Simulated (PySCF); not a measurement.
# Correlation energy of Se⁺ (selenium, charge +1)

[Ar] 3d10 4s2 4p3, high-spin 4S determinant. Calculation: PySCF 2.14, in ANO-RCC-VTZP; the spin-free X2C one-electron Hamiltonian (Gaussian nucleus). Frozen: [Ne]; 23 electrons correlated.

| level | correlation energy (mhartree) |
| --- | --- |
| CCSD | -161.01 |
| (T) | -5.51 |
| CCSD(T) | -166.52 |

Diagnostics: T1 = 0.0033, D1 = 0.0071, largest double amplitude 0.049.

Cost of the coupled-cluster step: of the order of 2.1 core-seconds, for 23 correlated electrons.
